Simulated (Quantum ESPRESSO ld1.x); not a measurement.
Results of a calculation; reference values are marked as such.
Orbital eigenvalues (eV) of the niobium ion Nb26+, [Ne] 3s2 3p3, at several levels of relativity; Dirac values are averaged over j with weights 2j + 1. Spin-unpolarised spherical Kohn-Sham, revPBE, point nucleus, ld1.x of Quantum ESPRESSO 7.5. A level marked "c x" has the speed of light scaled by that factor and shares open shells by 2j + 1; other Dirac levels either fill j = l - 1/2 first or share by 2j + 1.

| shell | non-rel. | Dirac, 2j+1 shares | Dirac, low j first | Dirac, c x 1.25 | change of magnitude, last against first (%) |
|---|---|---|---|---|---|
| 1s | -19597 | -20043 | -20041 | -19877 | +1.43 |
| 2s | -3718.6 | -3828.5 | -3827.4 | -3787.7 | +1.86 |
| 2p | -3525.5 | -3558.6 | -3557.4 | -3546.4 | +0.59 |
| 3s | -1390.9 | -1421.0 | -1420.5 | -1409.9 | +1.36 |
| 3p | -1322.5 | -1334.1 | -1333.6 | -1329.9 | +0.55 |
